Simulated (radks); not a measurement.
Species: Ga14+. Configuration: [Ne] 3s2 3p5. Method: Dirac Kohn-Sham, BLYP, spin-unpolarised, spherical densities, finite nucleus; open shells fill j = l - 1/2 first; Fermi nuclear charge, rms radius 3.9973 fm; computed with a radial shooting solver on a logarithmic mesh with Libxc functionals.

Normalised radial functions P(r) = r R(r) (large component), r in bohr:

| r | 2p3/2 | 3p3/2 |
|---|---|---|
| 0.002031 | 0.0036 | 0.0017 |
| 0.002541 | 0.0056 | 0.0026 |
| 0.003179 | 0.0086 | 0.0040 |
| 0.003977 | 0.0132 | 0.0062 |
| 0.004976 | 0.0204 | 0.0096 |
| 0.006225 | 0.0312 | 0.0146 |
| 0.007788 | 0.0475 | 0.0223 |
| 0.009744 | 0.0719 | 0.0337 |
| 0.01219 | 0.1081 | 0.0507 |
| 0.01525 | 0.1611 | 0.0755 |
| 0.01908 | 0.2372 | 0.1110 |
| 0.02387 | 0.3444 | 0.1608 |
| 0.02986 | 0.4913 | 0.2287 |
| 0.03736 | 0.6860 | 0.3177 |
| 0.04674 | 0.9326 | 0.4285 |
| 0.05801 | 1.2159 | 0.5514 |
| 0.07258 | 1.5394 | 0.6826 |
| 0.0908 | 1.8564 | 0.7917 |
| 0.1136 | 2.1097 | 0.8379 |
| 0.1421 | 2.2297 | 0.7701 |
| 0.1778 | 2.1570 | 0.5411 |
| 0.2224 | 1.8733 | 0.1338 |
| 0.2783 | 1.4261 | -0.4078 |
| 0.3482 | 0.9244 | -0.9638 |
| 0.4356 | 0.4926 | -1.3641 |
| 0.5449 | 0.2061 | -1.4606 |
| 0.6817 | 0.0639 | -1.2283 |
| 0.8529 | 0.0136 | -0.8039 |
| 1.067 | 0.0018 | -0.3963 |
| 1.335 | 0.0001 | -0.1403 |
| 1.67 | 0.0000 | -0.0332 |

2p3/2: eigenvalue -1562.4 eV, 0 radial nodes, <r> = 0.191 bohr, 90 % of the charge inside 0.311 bohr. 3p3/2: eigenvalue -491.39 eV, 1 radial node at r = 0.236 bohr, <r> = 0.569 bohr, 90 % of the charge inside 0.847 bohr.
